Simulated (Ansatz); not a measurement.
`OB(O)BS` + `CC[SeH]` → `CC[Se]B(O)O` + `BS`  (cleavage of the B–B bond)

Program: Ansatz. Geometries: PBE0-D4/def2-TZVP. ΔE: electronic, gas phase. CBS: MP2 limit from def2 TZ/QZ plus the TZ coupled-cluster correction, frozen cores. This one scheme is used for every species. DFT in def2-TZVPP. For Se outer-core shells are correlated without core-valence functions, which leaves a few kJ/mol of doubt a bond. Scalar relativity is left out up to krypton. Each species was taken in one conformer, which may not be the lowest.

```json
{"level": "ωB97X-V", "ΔE (kJ/mol)": "-68.9", "difference from CCSD(T)/CBS": "3.4"}
{"level": "ωB97M-V", "ΔE (kJ/mol)": "-70.9", "difference from CCSD(T)/CBS": "1.4"}
{"level": "B2PLYP", "ΔE (kJ/mol)": "-70.1", "difference from CCSD(T)/CBS": "2.2"}
{"level": "PBE", "ΔE (kJ/mol)": "-61.8", "difference from CCSD(T)/CBS": "10.5"}
{"level": "PBE0", "ΔE (kJ/mol)": "-66.1", "difference from CCSD(T)/CBS": "6.2"}
{"level": "HF/def2-TZVPP", "ΔE (kJ/mol)": "-74.1", "difference from CCSD(T)/CBS": "-1.8"}
{"level": "MP2/def2-TZVPP", "ΔE (kJ/mol)": "-80.6", "difference from CCSD(T)/CBS": "-8.3"}
{"level": "CCSD(T)/def2-TZVPP", "ΔE (kJ/mol)": "-71.5", "difference from CCSD(T)/CBS": "0.8"}
{"level": "MP2/CBS(def2)", "ΔE (kJ/mol)": "-81.3", "difference from CCSD(T)/CBS": "-9.0"}
{"level": "CCSD/CBS(def2)", "ΔE (kJ/mol)": "-71.7", "difference from CCSD(T)/CBS": "0.6"}
{"level": "CCSD(T)/CBS", "ΔE (kJ/mol)": "-72.3", "difference from CCSD(T)/CBS": "0"}
```

Largest T1 diagnostic among the species: 0.015.

From PBE to PBE0 (25 % exact exchange), in def2-TZVPP and without D4, ΔE moves by −4.4 kJ/mol. The D4 term adds −4.5 kJ/mol with B3LYP and −2.5 kJ/mol with PBE0; it sums over pairs of atoms, weighted by their polarisabilities, and B3LYP, whose exchange is more repulsive, gets the larger term.

B3LYP here is the variant with VWN-RPA as its local correlation; programs differ in this.
